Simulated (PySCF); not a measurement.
## LDA on Cr (chromium, neutral)

Configuration: [Ar] 3d5 4s1, high-spin 7S determinant. Calculation: PySCF 2.14, in x2c-SVPall (5s3p3d1f, 36 functions); the spin-free X2C one-electron Hamiltonian (Gaussian nucleus).

```json
{
  "Total energy": "-1048.293 hartree",
  "One-electron energy": "-1446.298 hartree",
  "Hartree (Coulomb) energy": "444.906 hartree",
  "Exchange-correlation energy": "-46.901 hartree",
  "⟨S²⟩": "12.0000",
  "⟨L²⟩": "0.000",
  "Sum of ⟨r⟩": "20.54 bohr",
  "Sum of ⟨r²⟩": "36.82 bohr²",
  "Langevin diamagnetic susceptibility": "-29.2 ×10⁻⁶ cm³/mol",
  "Time after the integrals": "0.3 s of wall time on 1 thread of Neoverse-V1 (shared host)"
}
```

```
shell  electrons  mean orbital energy (eV)  rms radius, mean of both spins (bohr)
 1s α          1                   -5859.4                                 0.0735
 1s β          1                   -5859.3                                 0.0735
 2s α          1                   -664.55                                  0.318
 2s β          1                   -662.93                                  0.318
 2p α          3                   -559.50                                  0.288
 2p β          3                   -558.23                                  0.288
 3s α          1                   -74.341                                  0.971
 3s β          1                   -70.129                                  0.971
 3p α          3                   -46.155                                   1.05
 3p β          3                   -41.993                                   1.05
 4s α          1                    -4.596                                   3.55
 3d α          5                    -3.852                                   1.73
```

Densities and radii are taken from the X2C orbitals without a picture-change correction, which distorts them close to the nucleus.
